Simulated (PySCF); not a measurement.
A run for PySCF: R-MP2/6-31G* on fluoroethane (SMILES CCF), a point of a torsion scan.

```python
from pyscf import gto, scf, dft, mp
from pyscf.data.elements import chemcore

mol = gto.M(
    atom='''
    C     0.77705717    0.07546823    0.05609398
    C    -0.71969035   -0.16677384   -0.03612415
    F    -1.40229429    0.75394208    0.72518493
    H     1.18300003   -0.33534701    0.97670423
    H     1.27402723   -0.40734427   -0.78116302
    H     0.97865857    1.14244941    0.01800430
    H    -1.00474447   -1.15609805    0.33388736
    H    -1.08263793   -0.03448657   -1.06125172
    ''',
    basis='6-31g*',
    cart=True,
    charge=0, spin=0, verbose=3, max_memory=1800)
mf = scf.RHF(mol)
mf.conv_tol = 1e-8
mf.max_cycle = 100
mf.kernel()
if not mf.converged:
    mf = mf.newton().run(mf.mo_coeff, mf.mo_occ)
pt = mp.MP2(mf, frozen=chemcore(mol)).run()
```

It printed:

```
converged SCF energy = -178.075424930893
E(RMP2) = -178.506464547878  E_corr = -0.431039616985749
E(SCS-RMP2) = -178.500469639063  E_corr = -0.425044708170271
```

Self-consistency was reached.

Cost: around 0.3 core-seconds (rough).
